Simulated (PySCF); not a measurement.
Input for PySCF: R-TPSSh/def2-TZVPP on Cl3Nb (SMILES [Cl][Nb]([Cl])[Cl]), 2S+1 = 1, a spin state set in the input, which need not be the lowest. Elements past Kr take the def2 small-core potentials; no spin–orbit coupling.

```python
from pyscf import gto, dft

mol = gto.M(
    atom='''
    Nb   -0.01442294    0.01680014   -0.01391730
    Cl    2.11702065   -0.40052449   -0.62714698
    Cl   -0.84606983   -0.89977839    1.87326222
    Cl   -1.31451561    1.35056803   -1.28824209
    ''',
    basis='def2-tzvpp',
    ecp={'Nb': 'def2-tzvpp'},
    charge=0, spin=0, verbose=4, max_memory=1800)
mf = dft.RKS(mol, xc='tpssh').density_fit(auxbasis='def2-universal-jkfit')
mf.grids.level = 4
mf.conv_tol = 1e-9
mf.max_cycle = 150
mf.kernel()
mf.dip_moment()
```

Output:

```
PySCF version 2.14.0

[INPUT] verbose = 4
[INPUT] num. atoms = 4
[INPUT] num. electrons = 64
[INPUT] charge = 0
[INPUT] spin (= nelec alpha-beta = 2S) = 0
[INPUT] symmetry False subgroup None
[INPUT] Mole.unit = angstrom
[INPUT] Symbol           X                Y                Z      unit          X                Y                Z       unit  Magmom
[INPUT]  1 Nb    -0.014422940000   0.016800140000  -0.013917300000 AA   -0.027255406511   0.031747663454  -0.026299885393 Bohr   0.0
[INPUT]  2 Cl     2.117020650000  -0.400524490000  -0.627146980000 AA    4.000589228549  -0.756881592281  -1.185136032048 Bohr   0.0
[INPUT]  3 Cl    -0.846069830000  -0.899778390000   1.873262220000 AA   -1.598840260957  -1.700334729902   3.539952555295 Bohr   0.0
[INPUT]  4 Cl    -1.314515610000   1.350568030000  -1.288242090000 AA   -2.484074489366   2.552203689293  -2.434424732237 Bohr   0.0

nuclear repulsion = 272.83266416879
number of shells = 58
number of NR pGTOs = 265
number of NR cGTOs = 182
basis = def2-tzvpp
ecp = {'Nb': 'def2-tzvpp'}


******** <class 'pyscf.df.df_jk.DFRKS'> ********
method = DFRKS
initial guess = minao
damping factor = 0
level_shift factor = 0
DIIS = <class 'pyscf.scf.diis.CDIIS'>
diis_start_cycle = 1
diis_space = 8
diis_damp = 0
SCF conv_tol = 1e-09
SCF conv_tol_grad = None
SCF max_cycles = 150
direct_scf = False
XC library pyscf.dft.libxc version 7.1.2
    S. Lehtola, C. Steigemann, M. J. T. Oliveira, and M. A. L. Marques,  SoftwareX 7, 1–5 (2018)
XC functionals = tpssh
    V. N. Staroverov, G. E. Scuseria, J. Tao, and J. P. Perdew,  J. Chem. Phys. 119, 12129 (2003)
radial grids:
    Treutler-Ahlrichs [JCP 102, 346 (1995); DOI:10.1063/1.469408] (M4) radial grids

becke partition: Becke, JCP 88, 2547 (1988); DOI:10.1063/1.454033
pruning grids: <function nwchem_prune>
grids dens level: 4
symmetrized grids: False
atomic radii adjust function: <function treutler_atomic_radii_adjust>
small_rho_cutoff = 0
Set gradient conv threshold to 3.16228e-05
Initial guess from minao.
tot grids = 118432
******** <class 'pyscf.df.df.DF'> ********
auxbasis = def2-universal-jkfit
init E= -1431.94138032097
  HOMO = -0.556929310420565  LUMO = -0.525220242035723  gap/eV = 0.86285
cycle= 1 E= -1431.88106942964  delta_E= 0.0603  |g|= 5.11  |ddm|= 5.05
  HOMO = 0.113427908724148  LUMO = 0.188002783828939  gap/eV = 2.02929
cycle= 2 E= -1404.71170384244  delta_E= 27.2  |g|= 6.44  |ddm|= 12.2
  HOMO = -0.593754432530983  LUMO = -0.544850335750435  gap/eV = 1.33075
cycle= 3 E= -1430.43401690053  delta_E= -25.7  |g|= 5.55  |ddm|= 12.3
  HOMO = -0.589230237215065  LUMO = -0.545834012823915  gap/eV = 1.18087
cycle= 4 E= -1429.89188553273  delta_E= 0.542  |g|=  5.7  |ddm|= 0.215
  HOMO = -0.506722866692282  LUMO = -0.48623367459272  gap/eV = 0.55754
cycle= 5 E= -1425.43043570494  delta_E= 4.46  |g|= 6.84  |ddm|= 1.67
  HOMO = -0.518932077206406  LUMO = -0.494103794387663  gap/eV = 0.67561
cycle= 6 E= -1428.93101972485  delta_E= -3.5  |g|= 5.97  |ddm|= 1.33
  HOMO = -0.499320299348099  LUMO = -0.48780816101888  gap/eV = 0.31326
cycle= 7 E= -1427.33931437816  delta_E= 1.59  |g|= 6.25  |ddm|=  1.2
  HOMO = -0.479610828165609  LUMO = -0.473733114907947  gap/eV = 0.15994
cycle= 8 E= -1430.81977753591  delta_E= -3.48  |g|= 5.35  |ddm|= 2.65
  HOMO = -0.478588567308252  LUMO = -0.468439893272896  gap/eV = 0.27616
cycle= 9 E= -1431.44236010436  delta_E= -0.623  |g|= 5.17  |ddm|= 0.212
  HOMO = -0.436898523611203  LUMO = -0.416746305017756  gap/eV = 0.54837
cycle= 10 E= -1429.99172355321  delta_E= 1.45  |g|= 5.56  |ddm|= 1.22
  HOMO = 0.0116163780619806  LUMO = 0.0335221109542077  gap/eV = 0.59609
cycle= 11 E= -1433.4859243236  delta_E= -3.49  |g|= 3.48  |ddm|= 7.43
  HOMO = -0.271183300792097  LUMO = -0.239028150903764  gap/eV = 0.87499
cycle= 12 E= -1437.25465909574  delta_E= -3.77  |g|= 1.49  |ddm|= 6.69
  HOMO = -0.22586096798331  LUMO = -0.185469391566587  gap/eV = 1.09911
cycle= 13 E= -1437.75514325407  delta_E= -0.5  |g|= 0.421  |ddm|= 0.901
  HOMO = -0.185162524888308  LUMO = -0.125399182168214  gap/eV = 1.62624
cycle= 14 E= -1437.79887950179  delta_E= -0.0437  |g|= 0.138  |ddm|= 0.45
  HOMO = -0.188892216192467  LUMO = -0.128417316676398  gap/eV = 1.64561
cycle= 15 E= -1437.80284374819  delta_E= -0.00396  |g|= 0.0495  |ddm|= 0.122
  HOMO = -0.190618971350254  LUMO = -0.130079492633229  gap/eV = 1.64736
cycle= 16 E= -1437.80329418576  delta_E= -0.00045  |g|= 0.012  |ddm|= 0.0306
  HOMO = -0.190999517021572  LUMO = -0.130091304497985  gap/eV = 1.65740
cycle= 17 E= -1437.80332629624  delta_E= -3.21e-05  |g|= 0.0051  |ddm|= 0.00867
  HOMO = -0.191379718929461  LUMO = -0.130446346323927  gap/eV = 1.65808
cycle= 18 E= -1437.80333231385  delta_E= -6.02e-06  |g|= 0.00168  |ddm|= 0.00367
  HOMO = -0.191531171046582  LUMO = -0.130557843010066  gap/eV = 1.65917
cycle= 19 E= -1437.80333308461  delta_E= -7.71e-07  |g|= 0.000387  |ddm|= 0.00153
  HOMO = -0.191562033407296  LUMO = -0.130574129101193  gap/eV = 1.65957
cycle= 20 E= -1437.80333312419  delta_E= -3.96e-08  |g|= 0.000114  |ddm|= 0.000481
  HOMO = -0.191558043418664  LUMO = -0.130568584180204  gap/eV = 1.65961
cycle= 21 E= -1437.80333312763  delta_E= -3.44e-09  |g|= 2.08e-05  |ddm|= 0.000109
  HOMO = -0.191556352188446  LUMO = -0.130566175085479  gap/eV = 1.65963
cycle= 22 E= -1437.80333312782  delta_E= -1.93e-10  |g|= 1.73e-05  |ddm|= 5.56e-05
  HOMO = -0.191558453744604  LUMO = -0.130569129400825  gap/eV = 1.65960
Extra cycle  E= -1437.80333312767  delta_E= 1.52e-10  |g|= 3.17e-05  |ddm|= 5.11e-05
converged SCF energy = -1437.80333312767
Dipole moment(X, Y, Z, Debye):  0.00013,  0.00006, -0.00011
```

The run converged.

Cost: roughly 70 core-seconds.
